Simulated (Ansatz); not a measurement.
Basis-set extrapolation for `BNBC=S` (PBE0-D4/def2-TZVP geometry, frozen core, the Gaussian-basis code of Ansatz). Multiplicity 1, RHF reference.

```csv
,def2-TZVPP,def2-QZVPP
HF,-542.231215,-542.249238
MP2 correlation,-0.731060,-0.783285
CCSD(T) correlation,-0.814545,not run
```

Energies in hartree. Use E(X) = E(∞) + A·exp(−7.88·√X) for Hartree–Fock and E(X) = E(∞) + B·X^(−2.97) for correlation, with X = 3 and 4, and add CCSD(T) minus MP2 of the smaller set to the MP2 limit.

Problem. What is the CCSD(T) energy at the basis-set limit?

Solution. HF limit: -542.249238 + (-0.018023) × 0.13774 = -542.25172. MP2 limit: -0.783285 + (-0.052225) × 0.74074 = -0.82197. Higher-order term: -0.814545 − (-0.731060) = -0.08348. Total: -543.15717 hartree, 292.5 kJ/mol below CCSD(T)/def2-TZVPP.
